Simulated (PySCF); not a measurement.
Ligands exchanged one at a time, Sn F-Cl. All species are isolated molecules in the gas phase. Strings in code marks are SMILES.

The HOMO from two functionals at the same geometries (PBE0-D3(BJ)/def2-TZVP), both in PySCF: PBE-D3(BJ)/def2-TZVP and ωB97X-D3(BJ)/def2-TZVP. 

| species | PBE-D3(BJ)/def2-TZVP (eV) | ωB97X-D3(BJ)/def2-TZVP (eV) |
|---|---|---|
| 2 of 4 F replaced by Cl | -8.73 | -12.73 |
| 3 of 4 F replaced by Cl (`[F][Sn]([Cl])([Cl])[Cl]`) | -8.46 | -12.47 |
| 4 of 4 F replaced by Cl | -8.31 | -12.30 |

Over these rows, drawn at random from the members with no instability flagged (it was tested for open shells, ions and some series alone), PBE minus ωB97X-D3(BJ): mean +4.00 eV, from +4.00 eV to +4.01 eV.
